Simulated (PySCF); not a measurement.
PySCF job for SiBrCl2, SMILES Cl[Si](Cl)Br, multiplicity 2, PBE-D3(BJ)/def2-SVP. Geometry optimised at PBE-D3(BJ)/def2-SVP.

```python
import numpy as np
from pyscf import gto, scf, dft, df
from pyscf.hessian import thermo

mol = gto.M(
    atom='''
    Si   -0.51418748    0.57828899   -0.00000000
    Br    1.63373401   -0.07123809    0.00000000
    Cl   -1.47006076   -0.16478567    1.69266430
    Cl   -1.47006075   -0.16478567   -1.69266431
    ''',
    basis='def2-SVP',
    charge=0,
    spin=1,
    max_memory=1600,
    verbose=3,
)
mf = dft.UKS(mol, xc='pbe').density_fit(auxbasis='def2-universal-jkfit')
mf.disp = 'd3bj'
mf.grids.level = 3
mf.conv_tol = 1e-11
mf.max_cycle = 100
mf.kernel()
fine, coarse = mf.grids, dft.Grids(mol).set(level=1).build(with_non0tab=True)
for _ in range(3):  # follow internal instabilities
    mf.grids = coarse
    mo, _, stable, _ = mf.stability(return_status=True, nroots=4)
    mf.grids = fine
    if stable:
        break
    mf.kernel(mf.make_rdm1(mo, mf.mo_occ))

# [left out here: the lines that compute and print the analytic Hessian (its translational invariance restored by hand, since the grid's response is missing), thermochemistry and intensities]
```

It prints:

```

WARN: HOMO -0.19134969049066 >= LUMO -0.191349690490658

converged SCF energy = -3782.55400986194  <S^2> = 0.75180035  2S+1 = 2.0017995
<class 'pyscf.df.df_jk.DFUKS'> wavefunction is stable in the internal stability analysis

WARN: DFTD3 does not support analytical Hessian, using finite difference


WARN: Mole.unit (angstrom) is changed to Bohr

Mode                                 0                   1                   2
Irrep
Freq [cm^-1]                      125.6709            136.8596            201.9820
Reduced mass [au]                  38.5808             41.6241             34.1120
Force const [Dyne/A]                0.3590              0.4594              0.8199
Char temp [K]                     180.8124            196.9105            290.6071
Normal mode                   x     y     z       x     y     z       x     y     z
       0  Si                -0.00 -0.00  0.07    0.03 -0.02  0.00   -0.03 -0.11 -0.00
       1  Br                -0.00 -0.00 -0.05    0.06  0.01 -0.00    0.03  0.01  0.00
       2  Cl                -0.09  0.01  0.03   -0.08 -0.00 -0.06   -0.03  0.03  0.08
       3  Cl                 0.09 -0.01  0.03   -0.08 -0.00  0.06   -0.03  0.03 -0.08
Mode                                 3                   4                   5
Irrep
Freq [cm^-1]                      386.6976            521.5131            565.9898
Reduced mass [au]                  33.5446             30.8255             30.3324
Force const [Dyne/A]                2.9554              4.9396              5.7250
Char temp [K]                     556.3718            750.3412            814.3334
Normal mode                   x     y     z       x     y     z       x     y     z
       0  Si                 0.09 -0.12  0.00    0.14  0.05 -0.00    0.00  0.00  0.15
       1  Br                -0.05  0.02  0.00   -0.02  0.01 -0.00   -0.00  0.00 -0.00
       2  Cl                 0.02  0.03 -0.04   -0.03 -0.03  0.05    0.03  0.03 -0.06
       3  Cl                 0.02  0.03  0.04   -0.03 -0.03 -0.05   -0.03 -0.03 -0.06
temperature 298.1500 [K]
pressure 101325.00 [Pa]
Rotational constants [GHz] 2.35222 1.31320 0.87699
Symmetry number 1
Zero-point energy (ZPE) 0.00442 [Eh]   11596.079 [J/mol]
                           tot       elec      trans        rot        vib
Entropy [J/mol/K]       343.495      5.763    173.434    122.019     42.279
Cv [J/mol/K]             64.636      0.000     12.472     12.472     39.693
Cp [J/mol/K]             72.951      0.000     20.786     12.472     39.693
Internal energy [J/mol]                      3718.434   3718.434  18479.141
Internal energy [Eh]   -3782.54414  -3782.55401
Enthalpy [J/mol]                             6197.391   3718.434  18479.141
Enthalpy [Eh]          -3782.54319
Gibbs free energy [J/mol]                  -45511.823 -32661.591   5873.739
Gibbs free energy [Eh] -3782.58220
mode   freq/cm-1   IR/(km/mol)
   1      125.67         0.620
   2      136.86         0.774
   3      201.98         3.296
   4      386.70        30.369
   5      521.51       130.751
   6      565.99       140.518
max |gradient| / (hartree/bohr): 4.934728385068058e-05
APT charges: [ 1.3753 -0.4269 -0.4742 -0.4742]
```

The calculation finished and met its thresholds.

Cost: about 100 core-seconds (a rough figure).
